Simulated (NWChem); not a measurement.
Molecule: C4H2N2S; SMILES c1scnc1C#N

Program: NWChem. Pople sets run with spherical d functions. STO-3G and 3-21G are far too small for this property and stand as cheap habits. The geometry was optimised at PBE-D3(BJ)/def2-SVP. Vertical excitations in the gas phase; the lowest state need not have the same character in each row.

```tsv
level	basis functions	lowest excitation, singlet (eV)	oscillator strength of that lowest state	lowest state with f > 0.02, singlet (eV)	oscillator strength of that bright state	orbital gap (eV)
B3LYP/3-21G, TDA	71	[?]	0.000	[?]	0.116	[?]
B3LYP/6-31G*, TDA	106	5.27	0.000	5.56	0.110	5.58
B3LYP/def2-SVP, TDA	112	5.18	0.000	5.56	0.114	5.57
```

Q: Some entries are withheld; supply them.

A: 
- B3LYP/3-21G, TDA, lowest excitation, singlet (eV): 5.08
- B3LYP/3-21G, TDA, lowest state with f > 0.02, singlet (eV): 5.79
- B3LYP/3-21G, TDA, orbital gap (eV): 5.76
